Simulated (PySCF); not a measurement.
## Computed data sheet: `CC[Si+](C)C`

Compound: C4H11Si (charge +1).
Z-matrix (Å and degrees, GFN2-xTB geometry), rows numbered from 1:
```
C 
C   1  1.5390
Si  2  1.8912  1  112.34
C   3  1.8814  2  119.48  1    87.26
C   3  1.8815  2  119.53  1   -87.08
H   1  1.0862  2  111.41  3    60.73
H   1  1.0862  2  111.53  3   -60.73
H   1  1.0861  2  109.21  3   179.97
H   2  1.0943  1  108.29  3  -122.33
H   2  1.0944  1  108.39  3   122.52
H   4  1.0898  3  111.95  2   153.85
H   4  1.0907  3  111.90  2    32.85
H   4  1.0901  3  111.12  2   -86.65
H   5  1.0901  3  111.18  2    86.40
H   5  1.0907  3  111.90  2   -33.13
H   5  1.0898  3  111.89  2  -154.13
```

**GFN2-xTB geometry**

* Point group of the GFN2-xTB geometry: Cs
* Rotational constants A, B, C of the GFN2-xTB geometry: 4.527, 2.574, 1.882 GHz

From CAM-B3LYP/def2-SVPD ground state and vertical TDDFT (core frozen in the response) (PySCF):

- HOMO energy: -15.04 eV
- LUMO energy: -6.51 eV
- HOMO–LUMO gap: 8.53 eV
- Lowest singlet excitation: 4.79 eV (259 nm, f = 0.006)
- Strongest line among the 8 lowest singlet transitions: S7 at 7.97 eV (156 nm, f = 0.054)
- Lowest triplet excitation (Tamm–Dancoff): 4.37 eV
- Static isotropic polarisability: 68.5 au
- Electronic spatial extent ⟨r²⟩ about the centre of nuclear charge: 722 bohr²

PBE0/pcSseg-1 ground state and GIAO shieldings, non-relativistic (PySCF):

* Lowest Hirshfeld atomic charge: -0.17 e on C4/C5
* Highest Hirshfeld atomic charge: +0.72 e on Si3
* 13C chemical shifts (computed TMS as zero) by class: 33.1 (C2), 18.4 (C4/C5), 5.9 (C1) ppm
* 1H chemical shifts (computed TMS as zero) by class: 2.81 (H9/H10), 2.34 (H11/H12/H13/H14/H15/H16), 1.60 (H6/H7/H8) ppm
* Isotropic shieldings of nuclei other than C and H, by class: -70 (Si3) ppm
* Mayer bond orders between heavy atoms: C1–C2 1.02, C2–Si3 0.99, Si3–C4 1.05, Si3–C5 1.05

Monoisotopic mass of the ion (most abundant isotopes, electron mass counted): 87.0625 u.

The 8 singlets span 4.79 to 8.12 eV, and their oscillator strengths add up to 0.16. The largest Löwdin shares of the LUMO are 0.52 on Si3, 0.11 on C5, 0.11 on C4 and 0.09 on C2. The principal polarisabilities are 56.7, 71.5 and 77.4 au; their mean is the isotropic value. No computed singlet falls in the visible range (750 to 380 nm, 1.65 to 3.26 eV); S1 lies 1.53 eV above its blue end.

One conformer (not necessarily the lowest) at the GFN2-xTB geometry, without solvent or vibrations. GFN2-xTB frequencies show an imaginary mode (65i cm⁻¹), so this geometry is no minimum at that level. NMR classes are plain means over equivalent atoms (diastereotopic ones count apart unless rotation or inversion swaps them), as if these changed places fast; in this geometry the members of some classes differ.

For the NMR shielding job (PBE0/pcSseg-1), hardware: Arm Neoverse V1, one thread, no GPU (shared host). Cost: 19 s (grids of density and orbitals included), 0.72 GiB resident at most.
